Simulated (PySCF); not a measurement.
Stretching Cu₂⁺

Set-up: Cu cc-pVDZ-PP with ECP10; scalar-relativistic core potentials (PySCF 2.14). Energies in eV from Cu⁺ (3d10) + Cu (3d10 4s1) in their ground configurations at the same level. State: ²Σg⁺ (doublet), unpaired electrons σ ↑.

All columns are PBE0.

| R (Å) | E (eV) | HOMO (eV) | LUMO (eV) | Mayer bond order | ⟨S²⟩ |
| --- | --- | --- | --- | --- | --- |
| 2.049 | -1.684 | -13.06 | -10.23 | 0.88 | 0.76 |
| 2.145 | -1.934 | -12.90 | -10.09 | 0.86 | 0.76 |
| 2.240 | -2.062 | -12.74 | -9.97 | 0.83 | 0.77 |
| 2.312 | -2.104 | -12.63 | -9.88 | 0.80 | 0.77 |
| 2.383 | -2.113 | -12.52 | -9.80 | 0.78 | 0.77 |
| 2.454 | -2.098 | -12.41 | -9.71 | 0.76 | 0.77 |
| 2.550 | -2.054 | -12.27 | -9.61 | 0.72 | 0.77 |
| 2.669 | -1.976 | -12.09 | -9.48 | 0.68 | 0.77 |
| 2.812 | -1.865 | -11.89 | -9.33 | 0.65 | 0.77 |
| 3.003 | -1.713 | -11.62 | -9.14 | 0.60 | 0.76 |

With d or f electrons several states lie close, and the lowest PBE0 determinant need not be the measured ground state.
